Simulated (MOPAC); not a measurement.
MOPAC input (PM7):

```
PM7 PRECISE GNORM=0.05 LET XYZ CHARGE=-1 GEO-OK AUX(PRECISION=9) THREADS=1
CH3BF2N

C    -1.94939300 1   -0.08238600 1    0.12950400 1
N    -0.71889500 1   -0.65939600 1   -0.31604900 1
B     0.46306100 1   -0.05992500 1   -0.07674000 1
F     0.69170100 1    1.14659400 1    0.60030400 1
F     1.68931500 1   -0.57175200 1   -0.48420800 1
H    -2.50978400 1   -0.75849000 1    0.80451200 1
H    -2.64718800 1    0.11600200 1   -0.70746400 1
H    -1.85884900 1    0.87862600 1    0.67710300 1
```

Output:

```
 *******************************************************************************
 **                                                                           **
 **                              MOPAC v23.2.5                                **
 **                                                                           **
 *******************************************************************************
 ** MOPAC's Digital Object Identifier: https://doi.org/10.5281/zenodo.6511958 **
 **                                                                           **
 ** Please cite the open-source release paper for use of this MOPAC version:  **
 ** J. E. Moussa and J. J. P. Stewart (2026)                                  **
 ** MOPAC: An open-source semiempirical molecular orbital program             **
 ** J. Open Source Softw., 11(119), 8025, https://doi.org/10.21105/joss.08025 **
 *******************************************************************************

                              PM7 CALCULATION RESULTS

 *******************************************************************************
 *  PM7        - The PM7 Hamiltonian to be used
 *  GEO-OK     - OVERRIDE INTERATOMIC DISTANCE AND OTHER SAFETY CHECKS
 *
 *
 *
 *                 CHARGE ON SYSTEM = -1
 *
 *
 *
 *  LET        - OVERRIDE SOME SAFETY CHECKS
 *  PRECISE    - TIGHTER CRITERIA TO BE USED
 *  XYZ        - CARTESIAN COORDINATE SYSTEM TO BE USED
 *  GNORM      - EXIT WHEN GRADIENT NORM DROPS BELOW 0.050
 *  AUX        - OUTPUT AUXILIARY INFORMATION
 *******************************************************************************
PM7 PRECISE GNORM=0.05 LET XYZ CHARGE=-1 GEO-OK AUX(PRECISION=9) THREADS=1
 CH3BF2N

   ATOM   CHEMICAL          X               Y               Z
  NUMBER   SYMBOL      (ANGSTROMS)     (ANGSTROMS)     (ANGSTROMS)

     1       C         -1.94939300  *  -0.08238600  *   0.12950400  *
     2       N         -0.71889500  *  -0.65939600  *  -0.31604900  *
     3       B          0.46306100  *  -0.05992500  *  -0.07674000  *
     4       F          0.69170100  *   1.14659400  *   0.60030400  *
     5       F          1.68931500  *  -0.57175200  *  -0.48420800  *
     6       H         -2.50978400  *  -0.75849000  *   0.80451200  *
     7       H         -2.64718800  *   0.11600200  *  -0.70746400  *
     8       H         -1.85884900  *   0.87862600  *   0.67710300  *

          CARTESIAN COORDINATES

    NO.       ATOM           X           Y           Z

     1         C         -1.9494     -0.0824      0.1295
     2         N         -0.7189     -0.6594     -0.3160
     3         B          0.4631     -0.0599     -0.0767
     4         F          0.6917      1.1466      0.6003
     5         F          1.6893     -0.5718     -0.4842
     6         H         -2.5098     -0.7585      0.8045
     7         H         -2.6472      0.1160     -0.7075
     8         H         -1.8588      0.8786      0.6771

 General Reference for PM7:
 "Optimization of Parameters for Semiempirical Methods VI: More Modifications to the
 NDDO Approximations and Re-optimization of Parameters", J. J. P. Stewart, J. Mol. Mod., 1:32, 19 (2013)
 https://link.springer.com/article/10.1007/s00894-012-1667-x

           Empirical Formula: C H3 N B F2  =     8 atoms

      MOLECULAR POINT GROUP   :   Cs

      RHF CALCULATION, NO. OF DOUBLY OCCUPIED LEVELS = 15

          Geometry optimization using EF

          DIAGONAL MATRIX USED AS START HESSIAN

 CYCLE:     1  GRAD.:    44.568 HEAT: -220.5577
 CYCLE:     2  GRAD.:   319.929 HEAT: -198.0381
 CYCLE:     3  GRAD.:   149.180 HEAT: -215.8605
 CYCLE:     4  GRAD.:   206.266 HEAT: -210.1120
 CYCLE:     5  GRAD.:   149.079 HEAT: -208.2250
 CYCLE:     6  GRAD.:   104.835 HEAT: -217.9398
 CYCLE:     7  GRAD.:    95.229 HEAT: -218.4764
 CYCLE:     8  GRAD.:   178.163 HEAT: -209.0341
 CYCLE:     9  GRAD.:    82.935 HEAT: -218.1358
 CYCLE:    10  GRAD.:   166.229 HEAT: -212.0827
 CYCLE:    11  GRAD.:    66.414 HEAT: -220.3915
 CYCLE:    12  GRAD.:   154.596 HEAT: -207.1387
 CYCLE:    13  GRAD.:    20.139 HEAT: -221.8786
 CYCLE:    14  GRAD.:    14.460 HEAT: -222.0005
 CYCLE:    15  GRAD.:     3.122 HEAT: -222.0974
 CYCLE:    16  GRAD.:     2.379 HEAT: -222.1141
 CYCLE:    17  GRAD.:     3.293 HEAT: -222.1464
 CYCLE:    18  GRAD.:     6.114 HEAT: -222.1570
 CYCLE:    19  GRAD.:     7.106 HEAT: -222.1419
 CYCLE:    20  GRAD.:     0.726 HEAT: -222.1720
 CYCLE:    21  GRAD.:     0.427 HEAT: -222.1723
 CYCLE:    22  GRAD.:     0.016 HEAT: -222.1725

     GRADIENT =  0.01582 IS LESS THAN CUTOFF =  0.05000

 -------------------------------------------------------------------------------
 PM7 PRECISE GNORM=0.05 LET XYZ CHARGE=-1 GEO-OK AUX(PRECISION=9) THREADS=1
 CH3BF2N

     GEOMETRY OPTIMISED USING EIGENVECTOR FOLLOWING (EF).
     SCF FIELD WAS ACHIEVED

                              PM7 CALCULATION
                                                       MOPAC v23.2.5 Linux

          FINAL HEAT OF FORMATION =       -222.17250 KCAL/MOL =    -929.56975 KJ/MOL

          COSMO AREA              =        104.39 SQUARE ANGSTROMS
          COSMO VOLUME            =         86.95 CUBIC ANGSTROMS

          GRADIENT NORM           =          0.01582          =       0.00559 PER ATOM
          IONIZATION POTENTIAL    =          4.110669 EV
          HOMO LUMO ENERGIES (EV) =         -4.111  6.147
          NO. OF FILLED LEVELS    =         15
          MOLECULAR WEIGHT        =         77.8482         POINT GROUP:  Cs

          MOLECULAR DIMENSIONS (Angstroms)

            Atom       Atom       Distance
            H     6    F     5     4.32138
            F     4    H     7     2.47225
            F     5    H     8     1.52965

          SCF CALCULATIONS        =         23

   ATOM   CHEMICAL          X               Y               Z
  NUMBER   SYMBOL      (ANGSTROMS)     (ANGSTROMS)     (ANGSTROMS)

     1       C         -1.98675472  *  -0.09700608  *   0.12444872  *
     2       N         -0.70530249  *  -0.60256410  *  -0.28440439  *
     3       B          0.45599095  *  -0.03345689  *  -0.06078604  *
     4       F          0.77804163  *   1.14404674  *   0.59096731  *
     5       F          1.64358020  *  -0.58413584  *  -0.48721594  *
     6       H         -2.48293094  *  -0.84796758  *   0.76840504  *
     7       H         -2.62276964  *   0.04209066  *  -0.77050427  *
     8       H         -1.98495594  *   0.85876665  *   0.67708200  *

                             CARTESIAN COORDINATES

   1    C       -1.986754719    -0.097006078     0.124448719
   2    N       -0.705302486    -0.602564097    -0.284404395
   3    B        0.455990953    -0.033456887    -0.060786045
   4    F        0.778041630     1.144046740     0.590967309
   5    F        1.643580196    -0.584135842    -0.487215936
   6    H       -2.482930939    -0.847967582     0.768405039
   7    H       -2.622769645     0.042090657    -0.770504267
   8    H       -1.984955937     0.858766652     0.677082004

           Empirical Formula: C H3 N B F2  =     8 atoms

      MOLECULAR POINT GROUP   :   Cs

                  EIGENVALUES
 -33.08085 -32.96185 -27.67850 -18.71677 -11.16229 -10.60930 -10.52537 -10.41626
  -9.58063  -9.04002  -8.70878  -8.28696  -7.81249  -4.14659  -4.11067   6.14714
   7.82619   8.98919   9.73673   9.88190   9.93200  10.70514  12.27464

              NET ATOMIC CHARGES AND DIPOLE CONTRIBUTIONS

  ATOM NO.   TYPE          CHARGE      No. of ELECS.   s-Pop       p-Pop
    1          C          -0.208775        4.2088     1.04512     3.16365
    2          N          -0.528882        5.5289     1.71176     3.81712
    3          B           0.202689        2.7973     0.61362     2.18369
    4          F          -0.400814        7.4008     1.95260     5.44821
    5          F          -0.368130        7.3681     1.95231     5.41582
    6          H           0.104526        0.8955     0.89547
    7          H           0.104526        0.8955     0.89547
    8          H           0.094859        0.9051     0.90514
 DIPOLE           X         Y         Z       TOTAL
 POINT-CHG.    -3.024     0.457     0.539     3.106
 HYBRID         0.350     0.664     0.352     0.829
 SUM           -2.674     1.121     0.892     3.034

          ATOMIC ORBITAL ELECTRON POPULATIONS

     Atom    s        px        py        pz
    1  C   1.04512   0.97731   1.08968   1.09666
    2  N   1.71176   1.09194   1.43606   1.28911
    3  B   0.61362   0.71897   0.66679   0.79794
    4  F   1.95260   1.94598   1.64164   1.86059
    5  F   1.95231   1.60507   1.89562   1.91513
    6  H   0.89547
    7  H   0.89547
    8  H   0.90514

 **********************
 *                    *
 * JOB ENDED NORMALLY *
 *                    *
 **********************

 == MOPAC DONE ==
```

The dipole moment of an ion depends on the origin.

The geometry given is a B3LYP-D3(BJ)/def2-TZVP minimum.
